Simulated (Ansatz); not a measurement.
`C[SiH2]N(C)C` + `[SiH3][NH][SnH3]` → `C[SiH2][NH][SnH3]` + `CN(C)[SiH3]`  (redistribution)

Gas-phase electronic energies from Ansatz, PBE0-D4/def2-TZVP geometries. CCSD(T)/CBS is the MP2 limit (def2-TZVPP, def2-QZVPP) plus CCSD(T) − MP2 in def2-TZVPP, frozen cores. DFT in def2-TZVPP. B3LYP here is the variant with VWN-RPA as its local correlation; programs differ in this. Elements past krypton have def2 core potentials. For Sn outer-core shells are correlated without core-valence functions, which leaves a few kJ/mol of doubt a bond. One conformer a species, not always the lowest.

(1) Is it downhill or uphill in electronic energy at CCSD(T)/CBS, and by how much? (Best estimate.)

(2) What do these levels give: PBE, r2SCAN, B3LYP, MP2/def2-TZVPP, HF/CBS(def2), MP2/CBS(def2)? (Best estimate.)

Largest T1 diagnostic among the species: 0.012.

## Answers

(1) Computed: Nearly level: ΔE = -0.4 kcal/mol.

(2) The calculation gave: PBE 0.0, r2SCAN -0.2, B3LYP 0.1, MP2/def2-TZVPP -0.3, HF/CBS(def2) 0.1, MP2/CBS(def2) -0.5 kcal/mol.
